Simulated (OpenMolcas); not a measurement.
## Ionisation energies of osmium

| Property | Result |
| --- | --- |
| Program | OpenMolcas 26.06 |
| Basis | ANO-R3 [10s7p6d4f3g2h] |
| Scalar Hamiltonian | X2C, finite nucleus |
| Spin-orbit coupling | RASSI with atomic mean-field integrals over the reference wave functions, term energies averaged over their components |

Active shells in each charge state: the valence d, s shells, with orbitals averaged over the low states. Where CASPT2's correlated closed shells are named, they are those of the first ion.

A. CASSCF
B. SS-CASPT2, IPEA 0.25 Eh, imaginary shift 0.1 Eh (closed shells correlated: 5s 5p)
C. SS-CASPT2, IPEA 0.25 Eh, imaginary shift 0.1 Eh (closed shells correlated: 4f 5s 5p)
D. SS-CASPT2, IPEA 0 Eh, imaginary shift 0.1 Eh (closed shells correlated: 5s 5p)

Energies in eV between the lowest computed levels, named as in B; reference values from the NIST Atomic Spectra Database with their kind.

| From | To | A | B | C | D | Spin-orbit share in B | Reference |
| --- | --- | --- | --- | --- | --- | --- | --- |
| Os 5d⁶ 6s² ⁵D₄ | Os+ 5d⁶ 6s ⁶D_9/2 | 6.218 | 8.723 | 8.722 | 8.833 | +0.129 | 8.438 (measured) |
| Os+ 5d⁶ 6s ⁶D_9/2 | Os2+ 5d⁶ ⁵D₄ | 15.809 | 17.160 | 17.275 | 17.241 | +0.216 | 17.000 (semi-empirical) |

Error against the reference values, in %:

```csv
From,Reference,A,B,C,D
Os,measured,-26.3,+3.4,+3.4,+4.7
Os+,semi-empirical,-7.0,+0.9,+1.6,+1.4
```

Absolute error against the one measured value: A 2.22 eV, B 0.28 eV, C 0.28 eV, D 0.39 eV.

The lowest level within the active space need not be the ion's true ground level.
